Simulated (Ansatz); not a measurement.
Relaxed structures of NH3TeS, singlet (PBE0-D4/def2-TZVP; forces vanish, vibrations not checked; lower isomers may exist, and structures with a doubtful reference or unclear bonds are left out; Å). Program: Ansatz 0.2.0. Basis: def2-TZVPP. Cores are frozen in the correlated methods. Filled d shells of the heavier atoms are correlated. Core potentials replace the inner electrons of the atoms past krypton. The def2 sets are not built for correlating such inner shells, so the correlated values are less sure here.

Q: Rank them by CCSD(T) energy, lowest first, and give each one's height above the lowest. Links in brackets join atoms within 1.22 times the sum of their covalent radii (1.1 for two metals). (To be estimated.)
A.
NH₃TeS ([NH2][Te][SH])
```
6
angstrom
N -0.7033 0.2995 -0.9529
Te -0.1955 -1.1854 0.2935
S 0.7921 0.0948 2.0328
H -0.2354 0.2546 -1.8462
H -1.7003 0.4070 -1.0675
H 2.0424 0.1295 1.5403
```
B.
NH₃TeS ([NH2][S][TeH])
```
6
angstrom
N -0.7908 -0.1042 -1.0786
Te 0.7142 0.1652 1.9126
S -0.2872 -1.1217 0.1499
H -0.0426 0.3647 -1.5692
H -1.5265 0.5380 -0.8203
H 2.2545 0.1670 1.2790
```
C.
NH₃TeS ([NH2][TeH][S])
```
6
angstrom
N -1.0054 -0.0168 -1.0765
Te -0.6628 -0.7365 0.7904
S 1.5416 -0.6889 1.1511
H -1.0715 0.9952 -1.0165
H -0.1895 -0.2247 -1.6476
H -0.9009 -2.2912 0.1819
```

A: By the calculation: A (0.00 kcal/mol), B (9.74 kcal/mol), C (22.15 kcal/mol). Heights count from the lowest.

No T1 diagnostic of these runs exceeds 0.016.

For scale, one of the runs: CCSD(T)/def2-TZVPP, 165 basis functions, launched by `ansatz run in.yaml --threads 2 --pin off --events-out ev --progress --plain --max-ram 4352MiB`. Time: 58 s of wall clock on 2 CPU threads of an Arm Neoverse V1; the host was shared. Peak host memory: 1.5 GiB.
